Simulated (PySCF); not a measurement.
Cartesian coordinates (Å):
```xyz
7

Zn     0.0043    -0.0430    -0.0253
O      1.5994    -0.5195     0.6314
H      2.3285    -0.3535     0.0067
C     -1.7803     0.4172    -0.5903
H     -2.0214     1.4691    -0.3350
H     -2.5277    -0.2360    -0.0952
H     -1.8947     0.2937    -1.6864
```
Charge 0, multiplicity 1.

Question: Predict the total energy, LUMO, HOMO–LUMO gap, HOMO and dipole moment from TPSSh-D3(BJ)/def2-TZVP // PBE-D3(BJ)/def2-SVP in PySCF 2.14.0.

Answer: 
The total energy comes out as -51570.92 eV. The LUMO comes out as -0.69 eV and the HOMO–LUMO gap comes out as 6.38 eV. The HOMO is -7.07 eV and the dipole moment is 1.87 D.
